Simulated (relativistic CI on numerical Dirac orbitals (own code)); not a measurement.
Cu3+: q coefficients and field-shift factors

Computed by Dirac-Coulomb-Breit CI, separate exchange-only KLI orbitals for each configuration, valence Slater integrals scaled by 0.85, P86 correlation energy added to each configuration, derivatives by finite differences, QED left out (own radial code, finite nucleus).

Configurations in the expansion (outside the closed core [Ne] 3s2): 3p6 3d8, 3p6 3d7 4s, 3p6 3d7 4p, 3p6 3d7 4d, 3p6 3d6 4s2, 3p6 3d7 4f, 3p5 3d9. Levels of other configurations are missing.

With x = (α/α₀)² − 1 an excitation energy changes as ω = ω₀ + qx; K = 2q/ω₀ is the relative enhancement. Terms are leading LS components, so labels can repeat. The field-shift factor is F = δν/δ⟨r²⟩ for the transition from the lowest level.

Lowest level 3p6 3d8 3F_4.

```tsv
Level	ω₀ (cm⁻¹)	q (cm⁻¹)	F (GHz/fm²)
3p6 3d8 3F_3	1792.7	1788	0.0101
3p6 3d8 3F_2	2977.3	2815	0.0162
3p6 3d8 1D_2	16857.8	508.9	0.0285
3p6 3d8 3P_2	20158.5	1902	0.0403
3p6 3d8 3P_1	20541.5	1788	0.0406
3p6 3d8 3P_0	20864.1	1989	0.0419
3p6 3d8 1G_4	25922.7	1231	0.0481
3p6 3d8 1S_0	62038.4	1363	0.118
3p6 3d7 4s 5F_5	118349.9	-7332	3.27
3p6 3d7 4s 5F_4	119608.6	-6091	3.28
3p6 3d7 4s 5F_3	120595.6	-5116	3.28
3p6 3d7 4s 5F_2	121312.3	-4432	3.28
3p6 3d7 4s 5F_1	121778.1	-4001	3.29
```

Correlation outside the listed configurations is missing or only estimated: errors of thousands of cm⁻¹ between configurations and terms are usual at this charge. Rates and lifetimes follow the computed energies and can be off by large factors. The fine structure of a lone outer electron comes out too small, for d and f at times inverted, and misplaced configurations move strength between like terms.

**Question.** Which transition from the lowest level has the largest |K|?

**Answer.** 3p6 3d8 3F_3 at 1792.7 cm⁻¹, K = 1.99.
